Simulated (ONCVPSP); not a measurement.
## osmium (Os), ONCV: configuration errors across variants

Os, optimised norm-conserving Vanderbilt (ONCV), made with ONCVPSP 4.0.1 (PBEsol, scalar-relativistic). Core [Xe], reference 4f14 5d6 6s2. Waves: 6s: rc 2.55 bohr, ncon 4, nbas 8, qcut 2.6 1/bohr, 2 projectors, debl 0.6 Ha; p scattering state at 0.16 Ha: rc 2.20 bohr, ncon 5, nbas 10, qcut 3.2 1/bohr, 1 projector; 5d: rc 1.65 bohr, ncon 4, nbas 8, qcut 5.2 1/bohr, 2 projectors, debl 2.6 Ha; 4f: rc 0.95 bohr, ncon 4, nbas 9, qcut 16.8 1/bohr, local. Local part: the f channel. Core correction: Teter function, fcfact 2.5, rcfact 1.2.

All-electron excitation energies from the reference (eV): (1) 4f14 5d6 6s1 9.624; (2) 4f14 5d6 6s0 26.565; (3) 4f14 5d5 6s0 55.444; (4) 4f13 5d7 6s1 60.028.

A true bound ghost makes a file unfit for plane-wave use even where its test errors are small: the radial tests pick states by their node count and pass the ghost by.

Errors AE − PS in meV (a dash: test not solved or not reliable):

| change | (1) | (2) | (3) | (4) | bound ghosts | GHOST(+) flags above zero |
| --- | --- | --- | --- | --- | --- | --- |
| base | -7.2 | -12 | +12 | -648 | s, p | d |
| f: rc 0.68 | -7.0 | -12 | +12 | – | s, p | s, d |
| f: rc 0.72 | -7.1 | -12 | +12 | -928 | s, p | s, d |
| f: rc 0.84 | -7.2 | -12 | +12 | -811 | s, p | d |
| f: rc 0.92 | -7.2 | -12 | +12 | -697 | s, p | d |
| f: rc 1.04 | -7.2 | -12 | +12 | -460 | s, p | d |
| f: rc 1.12 | -7.2 | -12 | +12 | -275 | s, p | d |
| f: rc 1.32 | -7.3 | -13 | +12 | +201 | s, p | d |
| f: rc 1.38 | -7.3 | -13 | +12 | +378 | s, p | d |

Give the same row for: f: rc 1.18.

-7.2, -12, +12, -128; bound ghosts: s, p; GHOST(+) flags above zero: d.
